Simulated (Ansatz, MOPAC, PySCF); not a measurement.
Positional isomers: benzothiophene boryl+boryl. Isolated molecules, 0 K electronic values unless said otherwise. One relaxed conformer stands for each flexible species; it need not be the lowest. Strings in code marks are SMILES.

Quantity: electronic energy of isomers of C8H8B2S relative to `Bc1cc2cccc(B)c2s1`, in kcal/mol. The restricted reference of `Bc1cc(B)c2ccsc2c1`, `Bc1cc(B)c2sccc2c1`, `Bc1cc2cccc(B)c2s1` and `Bc1ccc2sc(B)cc2c1` is unstable towards unrestricted orbitals. Semi-empirical values (MOPAC) are differences of heats of formation.

Level 1: frozen-core CCSD(T)/cc-pVDZ // PBE0-D4/def2-SVP (Ansatz, a first-principles code)
Level 2: PBE-D3(BJ)/def2-TZVP // PBE0-D4/def2-SVP (PySCF)
Level 3: PBE0-D4/def2-TZVP // PBE0-D4/def2-SVP (PySCF)
Level 4: PM3 // PBE0-D4/def2-SVP (MOPAC)

```tsv
species	level 2	level 3	level 4
`Bc1cc(B)c2ccsc2c1`	4.67	4.29	3.02
`Bc1cc(B)c2sccc2c1`	4.80	4.25	2.77
`Bc1ccc2sc(B)cc2c1`	0.06	0.09	-1.19
```

Question: What does level 1 give for each?

Answer: 
- `Bc1cc(B)c2ccsc2c1`: 4.00
- `Bc1cc(B)c2sccc2c1`: 3.72
- `Bc1ccc2sc(B)cc2c1`: 0.02
